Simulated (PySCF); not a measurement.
## Radial density of Ne³⁺ (neon, charge +3)

BHandHLYP, [He] 2s2 2p3, high-spin 4S determinant. Calculation: PySCF 2.14, in dyall-acv3z (15s9p4d2f, 76 functions); scalar relativity by spin-free X2C-1e.

```json
{"r (bohr)": "0.00203", "4πr²ρ (e/bohr)": "0.03430", "4πr²(ρα − ρβ)": "0.0000"}
{"r (bohr)": "0.00342", "4πr²ρ (e/bohr)": "0.09260", "4πr²(ρα − ρβ)": "0.0000"}
{"r (bohr)": "0.00575", "4πr²ρ (e/bohr)": "0.2458", "4πr²(ρα − ρβ)": "0.0001"}
{"r (bohr)": "0.00968", "4πr²ρ (e/bohr)": "0.6336", "4πr²(ρα − ρβ)": "0.0002"}
{"r (bohr)": "0.0163", "4πr²ρ (e/bohr)": "1.552", "4πr²(ρα − ρβ)": "0.0005"}
{"r (bohr)": "0.0274", "4πr²ρ (e/bohr)": "3.487", "4πr²(ρα − ρβ)": "0.0023"}
{"r (bohr)": "0.0461", "4πr²ρ (e/bohr)": "6.760", "4πr²(ρα − ρβ)": "0.0124"}
{"r (bohr)": "0.0775", "4πr²ρ (e/bohr)": "10.24", "4πr²(ρα − ρβ)": "0.0671"}
{"r (bohr)": "0.130", "4πr²ρ (e/bohr)": "10.38", "4πr²(ρα − ρβ)": "0.3247"}
{"r (bohr)": "0.219", "4πr²ρ (e/bohr)": "6.200", "4πr²(ρα − ρβ)": "1.2077"}
{"r (bohr)": "0.369", "4πr²ρ (e/bohr)": "4.839", "4πr²(ρα − ρβ)": "2.9687"}
{"r (bohr)": "0.620", "4πr²ρ (e/bohr)": "6.426", "4πr²(ρα − ρβ)": "3.7551"}
{"r (bohr)": "1.04", "4πr²ρ (e/bohr)": "3.107", "4πr²(ρα − ρβ)": "1.6805"}
{"r (bohr)": "1.75", "4πr²ρ (e/bohr)": "0.2832", "4πr²(ρα − ρβ)": "0.1540"}
{"r (bohr)": "2.95", "4πr²ρ (e/bohr)": "0.001897", "4πr²(ρα − ρβ)": "0.0011"}
```

Densities and radii are taken from the X2C orbitals without a picture-change correction, which distorts them close to the nucleus.
